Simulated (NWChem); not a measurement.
# Which level was it?

[SnH3]− has 4 atoms, charge -1, and is taken as a singlet. As SMILES, `[H][Sn-]([H])[H]`. The shape comes from GFN2-xTB, which is rough for such elements, and wasn't checked as a minimum.

| atom | x (Å) | y (Å) | z (Å) |
| --- | --- | --- | --- |
| Sn | -0.0064 | 0.0057 | 0.7917 |
| H | 1.6378 | -0.0336 | -0.2516 |
| H | -0.7869 | 1.4325 | -0.2804 |
| H | -0.8445 | -1.4046 | -0.2596 |

A calculation with NWChem 7.3.0 gave:

- total energy: -6000.6243 Eh
- HOMO energy: 0.19 eV
- LUMO energy: 5.74 eV
- HOMO–LUMO gap: 5.56 eV
- largest force: 1.099 eV/Å

Problem. Which of these levels gave the numbers?
A. PBE0/def2-SVP (core potential)
B. PBE/def2-TZVP (core potential)
C. HF/def2-TZVP (core potential)
D. B3LYP/3-21G

Solution. D. The others give -216.0873 Eh (PBE/def2-TZVP (core potential)), -215.0656 Eh (HF/def2-TZVP (core potential)), -216.0828 Eh (PBE0/def2-SVP (core potential)).
